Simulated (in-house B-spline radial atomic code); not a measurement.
RPA and G0W0 on TPSS: Ar VII (Ar6+)

Configuration [Ne] 3s2, mean-field start TPSS. Computed with an all-electron radial atomic-structure program (B-spline basis): all electrons, non-relativistic, point nucleus, each spin shell either full or empty, empty states to l = 9 with an (l + 1/2)⁻⁴ tail; G0W0 by contour deformation at full frequency.

Command:
```bash
python run_gw.py task.json out
```
Settings (radii: box in bohr, nucleus in fm):
```
Z                        18
electrons                12
configuration            [Ne] 3s2
hamiltonian              nr
method                   tpss,tpss
lmax                     9
spin_polarised           False
box_radius               9.29
intervals                47
ion_configuration        [Ne] 3s1
```

Cost of the run: 2.6 s on 1 thread of Arm Neoverse N1, on a shared host.

Energies (hartree):

```tsv
term	value
mean-field total	-516.19746
Hartree-Fock functional on these orbitals	-515.67613
direct second order	-0.87947
second-order exchange	0.32416
SOSEX correction	0.28719
```

Problem. What is the RPA correlation energy, and what remains with SOSEX?

Solution. RPA gives -0.77287 hartree (-1.75 eV per electron); RPA + SOSEX gives -0.48568, and the second-order doubles -0.5553 hartree (no singles). RPA lacks exchange-type terms and so overcorrelates at short range.

Quasi-particle levels (eV):

| level | occupied | mean field | Σx - vxc | Σc | QP weight | G0W0 |
| --- | --- | --- | --- | --- | --- | --- |
| 3s | yes | -115.74 | -6.30 | ? | ? | ? |
| 2p | yes | -343.96 | -29.09 | 4.52 | 0.941 | -368.53 |
| 3p | no | -98.92 | 9.31 | -2.15 | 0.947 | -91.76 |

G0W0 = mean field + (Σx - vxc) + Σc, with Σc (partial-wave tail included) taken at the quasi-particle energy. Levels of low weight are left out.

Problem. Where does G0W0 put 3s?

Solution. At -124.57 eV, with Σc = -2.53 eV and a quasi-particle weight of 0.959. The tabulated removal energy is 124.41 ± 0.06 eV (NIST, semi-empirical); the calculation leaves out relativity, Breit and QED terms, and what these don't explain is the method's own error.

Problem. What does it cost to remove one electron (to [Ne] 3s1) by differences of total energies, each species on its own start (correlation terms add to the Hartree-Fock functional)?

Solution. TPSS 123.49 eV, Hartree-Fock functional 121.84 eV, + RPA 124.56 eV, + RPA + SOSEX 123.83 eV, + second order 124.68 eV. Tabulated: 124.41 ± 0.06 eV (NIST, semi-empirical); the calculation leaves out relativity, Breit and QED terms, and what these don't explain is the method's own error.
